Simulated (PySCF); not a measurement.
A structure optimised at PBE-D3(BJ)/def2-SVP, used in a PySCF frequency run:

```
C
C 1 1.3498
H 2 1.1027 1 116.87
C 1 1.4970 2 128.70 3 180.00
H 4 1.1063 1 111.57 2 0.00
H 4 1.1098 5 108.52 1 -122.13
H 4 1.1098 5 108.52 6 -115.74
C 2 1.4987 3 116.70 1 180.00
H 8 1.1066 2 113.15 3 180.00
H 8 1.1115 9 107.70 5 122.93
H 8 1.1115 9 107.70 10 114.13
Cl 1 1.7657 2 118.57 3 0.00
```
Charge 0, spin multiplicity 1.

Question: Write its SMILES, formula and point group.

Answer: C/C=C(\C)Cl, C4H7Cl, Cs

Question: What are its rotational constants (standard atomic weights)?

Answer: 7.2555, 2.3638, 1.8240 GHz
